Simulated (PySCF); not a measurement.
This PySCF input asks for the NMR shieldings of `InChI=1S/C7H16Si/c1-2-3-7-4-5-8-6-7/h7H,2-6,8H2,1H3/t7-/m0/s1`; the geometry comes from GFN2-xTB.

```python
import basis_set_exchange as bse
import numpy as np
from pyscf import gto, dft
from pyscf.prop import nmr

atoms = """
C     3.533972   -0.083033   -0.016383
C     2.130683    0.336506   -0.436192
C     1.061218   -0.554490    0.191429
C    -0.357098   -0.213032   -0.268020
C    -1.382567   -1.192734    0.310806
C    -2.786521   -0.717391   -0.068699
Si   -2.696813    1.180947    0.061355
C    -0.794109    1.200941    0.137976
H     4.279310    0.566085   -0.470315
H     3.736973   -1.106443   -0.324727
H     3.641695   -0.024576    1.064595
H     2.047554    0.286181   -1.524414
H     1.963785    1.372774   -0.137615
H     1.274522   -1.595870   -0.066101
H     1.114305   -0.469075    1.280275
H    -0.396726   -0.286615   -1.361140
H    -1.283732   -1.200192    1.399191
H    -1.195112   -2.207936   -0.046959
H    -3.537233   -1.177463    0.571178
H    -3.013910   -1.022563   -1.090869
H    -3.321469    1.714245    1.275414
H    -3.241039    1.857982   -1.119350
H    -0.338522    1.949548   -0.507372
H    -0.450900    1.405967    1.153494
"""
names = dict.fromkeys(["C", "Si", "H"], "pcSseg-1")
basis = {el: gto.basis.parse(bse.get_basis(n, elements=[el], fmt="nwchem")) for el, n in names.items()}
mol = gto.M(atom=atoms, basis=basis, charge=0, verbose=0)
mf = dft.RKS(mol, xc="PBE0")
mf.grids.level = 2
mf.grids.alignment = dft.numint.BLKSIZE   # the property module wants whole blocks of grid points
mf.conv_tol = 1e-9
mf.kernel()

calc = nmr.RKS(mf)   # GIAO
C = mf.mo_coeff
Co = C[:, mf.mo_occ > 0]
resp = mf.gen_response(singlet=True, hermi=2)
def vind(x):   # induced exchange potential for any number of trial vectors
    d = np.einsum("pi,xij,qj->xpq", C, 2 * x.reshape(-1, C.shape[1], Co.shape[1]), Co, optimize=True)
    return np.einsum("xpq,pi,qj->xij", resp(d - d.transpose(0, 2, 1)), C, Co, optimize=True).ravel()
mo1, _ = nmr.rhf.solve_mo1(calc, with_cphf=vind)
sigma = calc.kernel(mo1)
for i, s in enumerate(sigma):   # ppm
    w = np.linalg.eigvalsh((s + s.T) / 2)
    print("%2d %-2s iso %8.1f  s11 %8.1f  s22 %8.1f  s33 %8.1f" % (i, mol.atom_pure_symbol(i), w.mean(), *w))
```

**Question.** Give the expected output.

**Answer.** 
```
 0 C  iso    169.5  s11    157.9  s22    162.5  s33    188.1
 1 C  iso    159.8  s11    147.9  s22    160.6  s33    170.9
 2 C  iso    141.3  s11    122.6  s22    133.8  s33    167.5
 3 C  iso    140.0  s11    119.7  s22    135.5  s33    164.7
 4 C  iso    146.7  s11    119.4  s22    150.2  s33    170.6
 5 C  iso    176.8  s11    158.8  s22    172.0  s33    199.5
 6 Si iso    379.4  s11    320.1  s22    383.8  s33    434.2
 7 C  iso    170.9  s11    153.7  s22    162.9  s33    196.1
 8 H  iso     30.4  s11     25.6  s22     27.6  s33     38.1
 9 H  iso     30.8  s11     26.4  s22     29.0  s33     36.9
10 H  iso     30.8  s11     26.4  s22     29.2  s33     36.7
11 H  iso     30.5  s11     25.2  s22     31.2  s33     35.2
12 H  iso     30.1  s11     24.1  s22     32.3  s33     33.9
13 H  iso     30.1  s11     24.6  s22     31.0  s33     34.6
14 H  iso     30.9  s11     26.8  s22     31.9  s33     33.9
15 H  iso     30.4  s11     26.9  s22     29.7  s33     34.6
16 H  iso     30.7  s11     25.8  s22     30.8  s33     35.7
17 H  iso     29.7  s11     23.9  s22     29.2  s33     35.8
18 H  iso     30.7  s11     25.6  s22     27.5  s33     38.9
19 H  iso     30.9  s11     26.0  s22     27.9  s33     38.6
20 H  iso     27.5  s11     24.0  s22     24.8  s33     33.6
21 H  iso     27.5  s11     24.0  s22     24.8  s33     33.6
22 H  iso     30.5  s11     24.8  s22     30.0  s33     36.8
23 H  iso     31.6  s11     26.3  s22     30.8  s33     37.7
```

These numbers come from an equivalent density-fitted implementation of the same equations, which agrees with the script to about 0.01 ppm for H and up to a few tenths of a ppm for heavy atoms, so last digits may differ.

**Question.** Turn these shieldings into chemical shifts. Shifts are taken against calculated references (same method and geometry level): 13C (186.93 ppm) and 29Si (349.16 ppm) and 1H (31.72 ppm) vs TMS.

**Answer.** Averaging equivalent atoms: C 3: 46.9; C 2: 45.6; C 4: 40.2; C 1: 27.1; C 0: 17.4; C 7: 16.0; C 5: 10.1; Si 6: -30.2; H 21: 4.25; H 20: 4.24; H 17: 2.06; H 13: 1.65; H 12: 1.64; H 15: 1.30; H 22: 1.20; H 11: 1.20; H 8/9/10: 1.05; H 18: 1.03; H 16: 0.98; H 19: 0.86; H 14: 0.86; H 23: 0.09 ppm. 

Size and cost of the density-fitted run: 223 basis functions, 53 s wall time on 1 thread of an Arm Neoverse V2, shared host; peak memory 1.1 GiB.
